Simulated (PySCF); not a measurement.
# Computed properties of Se(OH)(OMe) (CH4O2Se), SMILES CO[Se]O

Se(OH)(OMe) (CH4O2Se), SMILES CO[Se]O. The structure is a stationary point at B3LYP-D3(BJ)/def2-SVP. This is a generated structure with no PubChem entry under its InChIKey; it may be hypothetical. The values are those of a single conformer. All values are computed for the isolated molecule unless a solvent is named; none is compared with measurement here.

**Structure.** All 18 harmonic modes at B3LYP-D3(BJ)/def2-SVP (PySCF) are real, so it is a minimum. With heavy atoms numbered as in [Se:1]([OH:2])[O:4][CH3:5], the shortest bond between them is O4–C5 at 1.422 Å and the longest Se1–O2 at 1.812 Å.

**Vibrations.** The strongest infrared lines (harmonic, unscaled, degenerate partners summed) lie at 1052 cm⁻¹ (121 km/mol, O 50 %, C 45 %), 482 cm⁻¹ (114 km/mol, H 84 %, O 13 %), 3768 cm⁻¹ (79 km/mol, H 94 %). The softest mode is at 111 cm⁻¹ and the zero-point energy is 34.9 kcal/mol.

**Electronic structure.** HF/def2-TZVP (PySCF) places the frontier levels at -9.49 and 2.62 eV, a gap of 12.11 eV, and gives a dipole moment of 0.27 D and a mean polarisability of 43.9 bohr³. PBE/def2-TZVP (PySCF) at the same geometry gives -5.26 and -1.89 eV, so its gap is 8.74 eV narrower. An orbital gap is neither the optical nor the fundamental gap.

**Excitations.** TDA-B3LYP/def2-SVPD (PySCF) has S1 at 3.77 eV (329 nm, f = 0.000, dark); the most intense of the 10 singlets computed lies at 7.25 eV (f = 0.12). T1 (TDA) is at 3.05 eV, 0.72 eV under S1. TDA-PBE/def2-SVPD (PySCF) puts S1 at 3.63 eV. No vertical singlet excitation falls in the visible range (under 3.1 eV).

**NMR.** GIAO shifts at B3LYP/pcSseg-1 (PySCF) (non-relativistic, atoms alike by connectivity averaged): ¹³C at 68.6 ppm against TMS; ¹H from 4.3 to 5.0 ppm against TMS.
